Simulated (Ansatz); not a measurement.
`[SiH3][Sb]([SiH3])[Cl]` and `[SiH3][Sb]([Cl])[Cl]` differ in one atom or group.

Ansatz, PBE0-D4/def2-TZVP geometries, multiplicity 1. 

Elements past krypton have def2 core potentials.

```tsv
property	`[SiH3][Sb]([SiH3])[Cl]`
size of the dipole moment (B3LYP/def2-TZVPP) / D	2.27
LUMO energy (PBE0/def2-TZVPP) / eV	-1.95
HOMO energy (PBE/def2-TZVPP) / eV	-6.18
ideal-gas entropy at 298 K and 1 bar (rigid rotor, harmonic PBE0-D4/def2-TZVP) / J/(mol·K)	408
HOMO–LUMO gap (PBE/def2-TZVPP) / eV	3.45
zero-point energy (PBE0-D4/def2-TZVP) / kJ/mol	132.7
```

Task: Give the same properties after the change, and the shifts. (Best estimate.)

Result: Ansatz gave: 
```csv
property,`[SiH3][Sb]([Cl])[Cl]`,shift
size of the dipole moment (B3LYP/def2-TZVPP) / D,2.75,0.48
LUMO energy (PBE0/def2-TZVPP) / eV,-1.92,0.03
HOMO energy (PBE/def2-TZVPP) / eV,-6.27,-0.09
"ideal-gas entropy at 298 K and 1 bar (rigid rotor, harmonic PBE0-D4/def2-TZVP) / J/(mol·K)",378,-30
HOMO–LUMO gap (PBE/def2-TZVPP) / eV,3.58,0.13
zero-point energy (PBE0-D4/def2-TZVP) / kJ/mol,70.6,-62.1
```

The zero-point energy changes by -62.1 kJ/mol with -9 modes. Dipoles are sizes alone; their direction can turn.

B3LYP here is the variant with VWN-RPA as its local correlation; programs differ in this.

Spin–orbit coupling is left out; it splits and shifts lone-pair levels of the heavy atoms by tenths of an eV.
